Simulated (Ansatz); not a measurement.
This geometry of Cl2HInO + H2 (7 atoms, charge 0, multiplicity 1) is a first-order saddle point.

Level of theory: RKS PBE-D4/def2-SVP (Ansatz 0.2.0).

```xyz
7
Properties=species:S:1:pos:R:3
In 0.083 0.225 -0.068
O 0.086 0.044 2.067
H -0.747 -0.263 2.481
Cl 2.058 -0.385 -1.177
Cl -2.040 0.064 -1.069
H 0.279 2.026 0.976
H 0.148 1.373 1.675
```

**Question.** Which two structures does it join? (They come from a converged band through this point; their orientation in space is the band's.)

**Answer.** Bonds broken: H6–H7. Bonds formed: In1–H6, O2–H7. Cl2HInO + H2 becomes Cl2H3InO.

First end point:

```xyz
7
Properties=species:S:1:pos:R:3
In -0.003 -0.225 0.126
O 0.023 -0.497 2.121
H -0.901 -0.502 2.443
Cl 2.000 -0.323 -1.085
Cl -2.029 0.101 -1.032
H 0.423 2.486 0.841
H 0.353 2.043 1.470
```

Last end point:

```xyz
7
Properties=species:S:1:pos:R:3
In 0.315 0.825 -0.205
O 0.021 0.076 2.024
H -0.868 -0.301 1.796
Cl 1.945 -0.694 -0.996
Cl -1.906 -0.135 -0.332
H 0.523 2.529 -0.075
H -0.163 0.784 2.673
```

**Question.** How far does it lie above each of them?

**Answer.** 0.54 eV above the first and 1.43 eV above the second. This is the barrier of this one path; another mechanism may lie lower. The orbitals stay closed-shell, which can raise the energy where a bond breaks towards radicals; this wasn't checked here.

The run took 100 s on 2 threads of Arm Neoverse V1 (shared host), peak memory 0.14 GiB.
